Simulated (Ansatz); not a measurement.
Born–Oppenheimer molecular dynamics of AlFH6O2Si (11 atoms, charge 0, multiplicity 1). It starts at the highest image of a converged band. Of that band: A vibrational analysis at the climbing image gives one clearly imaginary mode, 118i cm⁻¹: a first-order saddle point. Another band between the same ends, with other settings, climbed to 0.119 eV only, so this may not be the lowest route.

The calculation used RKS B3LYP-D4/def2-SVP (Ansatz 0.2.0).

```yaml
ensemble: NVE (velocity Verlet)
time_step: 0.5 fs
steps_asked: 200
starting_velocities_drawn_for: 300 K
seed: 11561
```

First frame:

```xyz
11
Properties=species:S:1:pos:R:3
Al -0.041 0.479 0.084
O -0.434 0.484 2.011
Si -1.409 -0.559 2.989
H -2.225 -1.391 2.084
H -0.485 -1.371 3.818
H -2.228 0.345 3.837
H 1.397 -0.127 -0.162
O -1.462 -0.370 -0.395
H -1.573 -0.820 -1.236
F -0.127 2.176 0.106
H -0.471 1.441 2.188
```

Problem. How far do the bonds stretch over the last three quarters of this one trajectory? (Pairs bonded in most of those frames.)

Solution. 
```json
{"bond": "Al1–O2", "mean (Å)": "1.989", "spread (Å)": "0.039", "shortest": "1.94", "longest": "2.06"}
{"bond": "Al1–H7", "mean (Å)": "1.582", "spread (Å)": "0.032", "shortest": "1.53", "longest": "1.63"}
{"bond": "Al1–O8", "mean (Å)": "1.727", "spread (Å)": "0.007", "shortest": "1.72", "longest": "1.74"}
{"bond": "Al1–F10", "mean (Å)": "1.697", "spread (Å)": "0.007", "shortest": "1.69", "longest": "1.71"}
{"bond": "O2–Si3", "mean (Å)": "1.733", "spread (Å)": "0.033", "shortest": "1.69", "longest": "1.79"}
{"bond": "O2–H11", "mean (Å)": "0.974", "spread (Å)": "0.009", "shortest": "0.96", "longest": "0.99"}
{"bond": "Si3–H4", "mean (Å)": "1.481", "spread (Å)": "0.011", "shortest": "1.46", "longest": "1.50"}
{"bond": "Si3–H5", "mean (Å)": "1.484", "spread (Å)": "0.009", "shortest": "1.47", "longest": "1.50"}
{"bond": "Si3–H6", "mean (Å)": "1.489", "spread (Å)": "0.006", "shortest": "1.48", "longest": "1.50"}
{"bond": "O8–H9", "mean (Å)": "0.962", "spread (Å)": "0.015", "shortest": "0.94", "longest": "0.98"}
```

Mean temperature of the second half: 213 K. The conserved energy stayed within 0.074 meV per atom of its start (net change 0.059 meV per atom), so the integration is sound. A run of 0.1 ps of so small a system gives no equilibrium averages. The orbitals stay closed-shell, which can raise the energy where a bond breaks towards radicals; this wasn't checked here.

Time of the run: 4.8 min on 4 threads of Arm Neoverse V2 (shared host), peak memory 0.23 GiB.
